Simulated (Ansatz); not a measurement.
Frontier orbitals of CH4ClN3Si (`N#C[Si](N)(N)Cl`).

The species carries charge 0 and has multiplicity 1. The structure was optimised at the PBE0-D4/def2-TZVP level. It is one conformer, not always the lowest. Basis def2-TZVPP, Ansatz.

Orbital energies of one run (eV). Highest occupied ones, from the top: -10.79, -10.89, -11.69, -12.07, -12.36, -12.45, -13.02, -14.18, -15.12, -15.85, -17.10, -17.35, -19.24, -25.89. Empty: 1.72, 1.76, 2.15, 3.09, 3.29, 3.59.

Q: Which functional gave them?
A. ωB97M-V
B. PBE0
C. r2SCAN
D. CAM-B3LYP

A: A. HOMO energies: ωB97M-V -10.79, PBE0 -8.43, CAM-B3LYP -9.86, r2SCAN -7.29 eV.
